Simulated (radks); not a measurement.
Results of a calculation; reference values are marked as such.
Q: All-electron atom: the indium ion In40+ in [He] 2s2 2p5. Level of theory: scalar-relativistic Kohn-Sham, LB94 model potential, spin-polarised, spherical densities, finite nucleus; open shells are filled with parallel spins first (spin-orbit coupling, left out, can overturn this in heavy ions); Fermi nuclear charge, rms radius 4.6156 fm (a radial shooting solver on a logarithmic mesh with Libxc functionals). Some entries of the table are withheld. Estimate them.

orbital,occ.,eigenvalue (eV),<r> (bohr)
1s down,1,-30697.86,0.02962
1s up,1,-30695.81,0.02963
2s up,1,(1),0.1252
2s down,1,(2),0.1253
2p up,3,-6381.034,0.1086
2p down,2,-6366.601,0.1086

A: 
(1) 2s up eigenvalue (eV): -6762.226
(2) 2s down eigenvalue (eV): -6747.978
